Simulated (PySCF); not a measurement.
# Spinor energies of Tm⁵⁶⁺ (thulium, charge +56)

Start: [Ne] 3s2 3p1; 3p3/2 filled at m_j = +3/2. Calculated with PySCF 2.14 in an uncontracted even-tempered set (18 s from 16 bohr⁻², ratio 2.4; 14 p from 21 bohr⁻², ratio 2.4; 4 d from 71 bohr⁻², ratio 2.6; 4 f from 110 bohr⁻², ratio 2.6): generalised Hartree-Fock with the X2C-1e Hamiltonian and a Gaussian nucleus; one run each with spin-orbit coupling (SO) screened by Boettger's factors, then bare. This is a chosen level, not necessarily the ground level.

| spinor shell | electrons | ε, screened SO (eV) | ε, bare SO (eV) | weight of nominal j (bare SO) | rms radius, bare SO (bohr) |
| --- | --- | --- | --- | --- | --- |
| 1s1/2 | 2 | -64086.2 | -64085.6 | 1.000 | 0.0227 |
| 2s1/2 | 2 | -14360.8 | -14360.7 | 1.000 | 0.0902 |
| 2p1/2 | 2 | -13908.5 | -13933.4 | 1.000 | 0.0767 |
| 2p3/2 | 4 | -12898.4 | -12890.1 | 1.000 | 0.0834 |
| 3s1/2 | 2 | -5797.2 | -5797.2 | 1.000 | 0.216 |
| 3p3/2 | 1 | -5396.4 | -5394.2 | 1.000 | 0.215 |

| quantity | screened SO | bare SO |
| --- | --- | --- |
| E (hartree) | -10119.92604 | -10120.46306 |
| M_J | 3/2 | 3/2 |
| ⟨J²⟩ | 3.750 | 3.750 |
| ⟨L²⟩ | 2.023 | 2.024 |
| ⟨S²⟩ | 0.773 | 0.774 |

Each row is a mean over spinors that exchange with the open shell spreads, by up to 26.263 eV (3s1/2).

Breit and QED terms are absent; they matter most for the inner s and p1/2 levels.

Densities and radii are taken from the X2C orbitals without a picture-change correction, which distorts them close to the nucleus.
